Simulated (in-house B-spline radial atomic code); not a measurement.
Ionisation energies with and without relativity, with size and susceptibility from the Dirac run. Dirac energy differences include first-order Breit, QED and recoil terms. NIST's values go from ground level to ground level; the uncertainty of those that are theory runs from under 0.1 % in few-electron ions to several per cent in heavy many-electron ones. Computed with an all-electron radial atomic-structure program (B-spline basis): non-relativistic Hartree-Fock and Dirac-Hartree-Fock, averages of the configuration (point nuclei without relativity, finite nuclei with it).

```csv
ion,configuration,configuration after,ionisation non-relativistic (eV),ionisation Dirac Breit and QED (eV),tabulated value (eV),radius at density 0.001 (bohr),diamagnetic susceptibility (10⁻⁶ cm³/mol)
C5+,1s1,bare,489.8,490.0,489.9932,0.928,-0.065925
N5+,1s2,1s1,?,?,?,?,?
O5+,[He] 2s1,1s2,?,?,?,?,?
F5+,[He] 2s2,[He] 2s1,153.9,154.0,157.1631,1.915,-1.2732
Ne5+,[He] 2s2 2p1,[He] 2s2,157.8,157.8,157.934,1.86,-1.4843
```

Problem. Fill in the row of N5+.

Solution. ionisation non-relativistic (eV): 550.7; ionisation Dirac Breit and QED (eV): 550.8; tabulated value (eV): 552.0674; radius at density 0.001 (bohr): 0.9269; diamagnetic susceptibility (10⁻⁶ cm³/mol): -0.10896.

Problem. Fill in the row of O5+.

Solution. ionisation non-relativistic (eV): 137.9; ionisation Dirac Breit and QED (eV): 138.0; tabulated value (eV): 138.1189; radius at density 0.001 (bohr): 1.914; diamagnetic susceptibility (10⁻⁶ cm³/mol): -0.8198.
